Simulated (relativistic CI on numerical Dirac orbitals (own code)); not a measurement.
Rh6+: resonant inelastic scattering at the M2,3 edge

Computed with this model: Dirac-Coulomb-Breit CI, KLI orbitals optimised for each configuration, QED by a radiative potential, valence Slater integrals scaled by 0.8, Kramers-Heisenberg scattering through one core-hole configuration in a parametric crystal field; configurations [Kr] 4d3 → [Ne] 3s2 3p5 3d10 4s2 4p6 4d4; 80 K; core-hole width 1.2 eV; summed over polarisations. Incident energies are the highest absorption maxima for each field (at most a few, so the weaker spin-orbit partner edge can be absent), on the computed scale of the free ion. Intensities are in per cent of the strongest line above 0.02 eV; levels within 1 cm⁻¹ are merged; final levels count from the ground level, the first row holds all elastic scattering, lines under 0.4 are left out and each table stops after 24 rows. The scale of the Slater integrals is a model choice and moves the terms in proportion.

Field parameters in Wybourne normalisation: D3d B²₀ = −7Dσ, B⁴₀ = −14Dq − 21Dτ, B⁴₃ = −14√(10/7) Dq; Td as Oh with Dq negative (B⁴₀ = 21Dq, B⁴₄ = √(5/14) B⁴₀). The field is a parameter set, without covalency, and values of 10Dq over about 45,000 cm⁻¹ lie beyond real compounds.

S is read from ⟨S²⟩ = S(S + 1).

D3d, 10Dq = 50000, Dσ = 130, Dτ = -90 cm⁻¹:

```tsv
Final level (eV)	Degeneracy	Irrep	S	507.9 eV	511.9 eV	513.7 eV
0.000	2	Γ5+Γ6	1.50	722.2	771.3	392.8
0.001	2	Γ4	1.50	23.7	1.3	7.0
2.151	2	Γ4	0.51	25.0	1.1	2.8
2.163	2	Γ5+Γ6	0.51	21.6	0.9	2.6
2.208	2	Γ4	0.50	11.5	1.8	1.4
2.215	2	Γ5+Γ6	0.51	15.1	2.0	1.5
2.276	2	Γ4	0.50	16.3	3.2	1.4
3.540	2	Γ5+Γ6	0.51	15.9	2.9	2.1
3.563	2	Γ4	0.51	18.6	3.2	2.0
3.572	2	Γ4	0.51	24.0	3.7	1.9
6.087	2	Γ4	1.50	3.2	84.9	4.6
6.139	2	Γ4	1.49	2.8	97.4	15.0
6.144	2	Γ5+Γ6	1.49	2.9	100.0	15.8
6.216	2	Γ4	1.49	2.7	85.6	7.4
6.222	2	Γ5+Γ6	1.49	2.6	82.3	6.8
6.244	2	Γ4	1.50	2.5	84.2	10.5
7.302	2	Γ4	1.45	2.8	75.7	5.9
7.372	2	Γ4	1.49	1.6	34.9	6.5
7.386	2	Γ5+Γ6	1.49	1.5	33.8	6.3
7.422	2	Γ4	1.49	0.5	29.7	3.8
7.447	2	Γ4	1.49	0.4	27.9	3.7
7.449	2	Γ5+Γ6	1.49	0.4	29.7	4.5
7.963	2	Γ4	0.59	0.3	2.1	2.1
```

Td, 10Dq = -8800 cm⁻¹:

| Final level (eV) | Degeneracy | Irrep | S | 510 eV |
| --- | --- | --- | --- | --- |
| 0.000 | 4 | Γ8 | 1.46 | 3127.7 |
| 0.129 | 2 | Γ7 | 1.50 | 60.6 |
| 0.345 | 4 | Γ8 | 1.49 | 52.0 |
| 0.525 | 2 | Γ6 | 1.49 | 26.8 |
| 1.115 | 4 | Γ8 | 1.43 | 83.2 |
| 1.149 | 2 | Γ7 | 1.47 | 14.7 |
| 1.213 | 4 | Γ8 | 0.97 | 98.4 |
| 1.295 | 2 | Γ6 | 1.45 | 19.4 |
| 1.440 | 4 | Γ8 | 1.21 | 97.1 |
| 2.095 | 2 | Γ6 | 0.60 | 13.7 |
| 2.118 | 4 | Γ8 | 0.75 | 27.8 |
| 2.151 | 2 | Γ7 | 0.57 | 4.9 |
| 2.306 | 4 | Γ8 | 0.95 | 32.8 |
| 2.334 | 4 | Γ8 | 1.19 | 20.2 |
| 2.354 | 2 | Γ6 | 1.10 | 100.0 |
| 2.560 | 4 | Γ8 | 1.06 | 16.7 |
| 2.789 | 2 | Γ6 | 1.03 | 14.8 |
| 2.801 | 2 | Γ7 | 1.46 | 9.4 |
| 2.826 | 4 | Γ8 | 1.47 | 22.6 |
| 3.055 | 4 | Γ8 | 0.95 | 31.8 |
| 3.083 | 2 | Γ6 | 0.54 | 18.6 |
| 3.354 | 4 | Γ8 | 0.58 | 29.0 |
| 3.379 | 2 | Γ7 | 0.56 | 5.7 |
| 3.426 | 4 | Γ8 | 0.54 | 12.2 |

Td, 10Dq = -10500 cm⁻¹:

```tsv
Final level (eV)	Degeneracy	Irrep	S	509.8 eV	533.8 eV
0.000	4	Γ8	1.45	1834.6	133.0
0.132	2	Γ7	1.50	28.6	18.7
0.349	4	Γ8	1.49	31.0	25.2
0.524	2	Γ6	1.49	21.3	2.0
1.088	4	Γ8	0.66	100.0	14.4
1.298	4	Γ8	1.42	37.3	48.5
1.330	2	Γ7	1.45	10.8	11.3
1.474	2	Γ6	1.43	18.9	3.3
1.561	4	Γ8	1.43	27.0	9.9
2.104	2	Γ6	0.63	7.1	1.3
2.154	4	Γ8	0.61	21.3	2.2
2.173	2	Γ7	0.60	4.4	0.2
2.372	4	Γ8	0.80	17.1	8.2
2.453	2	Γ6	0.95	52.2	4.6
2.502	4	Γ8	0.99	21.4	12.6
2.796	4	Γ8	1.37	4.7	2.0
2.914	2	Γ6	1.19	13.9	5.1
2.974	2	Γ7	1.45	10.2	2.3
3.002	4	Γ8	1.48	15.1	19.6
3.159	4	Γ8	1.06	24.4	6.6
3.255	2	Γ6	0.52	7.5	0.5
3.504	4	Γ8	0.60	18.7	0.9
3.522	2	Γ7	0.58	3.3	0.2
3.619	2	Γ6	0.51	0.9	0.3
```

For the first field the strongest loss at the lowest incident energy is the level at 2.15 eV (S = 0.51, against 1.50 in the thermal ground state). Levels of other spin, the first over 8 % at 2.15 eV, appear because spin-orbit coupling of the core hole, and in heavier ions of the valence shell too, mixes spins.
